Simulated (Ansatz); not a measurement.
```yaml
crystal:
  periodic: [false, false, false]
  atoms:
    - {symbol: N, position_ang: [2.285835, -0.710878, 1.439442]}
    - {symbol: C, position_ang: [1.481547, -0.996849, 0.659884]}
    - {symbol: S, position_ang: [0.325626, -1.438808, -0.476620]}
    - {symbol: Ge, position_ang: [-0.832399, 0.501813, -0.413253]}
    - {symbol: H, position_ang: [0.115218, 1.625530, -0.835511]}
    - {symbol: H, position_ang: [-1.361381, 0.685149, 1.010032]}
    - {symbol: H, position_ang: [-1.953246, 0.265945, -1.429774]}
basis:
  gaussian: {orbitals: def2-TZVPD}
magnetization: {spin_polarized: true, initial_magnetization: 6}
hamiltonian: {xc: {name: r2SCAN50}}
output: {forces: true}
```

```sh
$ ansatz run in.yaml --threads 2 --pin off --events-out ev --progress --plain --max-ram 4352MiB
```

It prints (some lines left out):

```
Functional definition: r2SCAN50
1380 factors; their error is unknown
mean field evaluation 1: about -69885.4122 eV, gradient 5.7e1 eV
mean field evaluation 2: about -69616.7979 eV, gradient 1.5e2 eV
mean field evaluation 4: about -69902.4678 eV, gradient 2.2e1 eV
mean field evaluation 8: about -69906.2321 eV, gradient 1.5e0 eV
mean field evaluation 16: about -69907.3844 eV, gradient 5.9e-1 eV
mean field evaluation 32: about -69908.6555 eV, gradient 1.2e-5 eV
mean field -69908.65547180 eV, -2569.0957028000 hartree, gradient 1.2e-5 eV, S^2 12.029814; 6 other end points of the search recorded, 0 dependent functions left out
reference -69908.65548579 eV, -2569.0957033143 hartree; 35, 29 occupied and 166, 172 virtual orbitals, 1380 factors
Total energy: -69908.65548579 eV, -2569.0957033143 hartree
Atom 0 at     2.285835    -0.710878     1.439442 Å, force    21.166110     7.306521    20.401028 eV/Å
Atom 1 at     1.481547    -0.996849     0.659884 Å, force   -15.393782    -5.701937   -15.028569 eV/Å
Atom 2 at     0.325626    -1.438808    -0.476620 Å, force    -4.975990    -1.481431    -4.679047 eV/Å
Atom 3 at    -0.832399     0.501813    -0.413253 Å, force    -1.146246    -0.096221    -0.954389 eV/Å
Atom 4 at     0.115218     1.625530    -0.835511 Å, force     0.115792    -0.269419     0.135115 eV/Å
Atom 5 at    -1.361381     0.685149     1.010032 Å, force     0.267048    -0.171248    -0.056947 eV/Å
Atom 6 at    -1.953246     0.265945    -1.429774 Å, force    -0.032932     0.413735     0.182809 eV/Å
Dipole moment:    -0.176630     0.248736    -0.014181 e Å
```

In this input the spin is set far too high for this molecule. The calculation finished and met its thresholds. The result belongs to that input, not to the molecule as meant.
